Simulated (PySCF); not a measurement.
Computed shifts of a molecule C4H12OSi, PBE/pcSseg-1 (PySCF), GIAO, gas phase, atoms alike by connectivity averaged where their shifts nearly agree, in ppm (number of nuclei): ¹³C: 74.4 (1), 66.5 (1), 20.0 (1), -7.9 (1). ²⁹Si: -56.4 (1). ¹H: 4.70 (1), 4.34 (1), 4.27 (1), 3.97 (1), 3.47 (1), 3.43 (1), 1.48 (3), 0.36 (3). References: ¹³C against TMS (σ = 182.0 ppm); ¹⁷O against H2O (σ = 334.3 ppm); ²⁹Si against TMS (σ = 335.4 ppm); ¹H against TMS (σ = 31.49 ppm), references at their B3LYP-D3(BJ)/def2-TZVP geometries, non-relativistic. Geometry: B3LYP-D3(BJ)/def2-SVP. Other conformers were not sampled.

Which molecule gave these data?
A) CCOC[SiH2]C
B) CC(C)(O)C[SiH3]
C) C[C@@H](O)[C@@H](C)[SiH3]
D) CC[C@](C)(O)[SiH3]

A, CCOC[SiH2]C
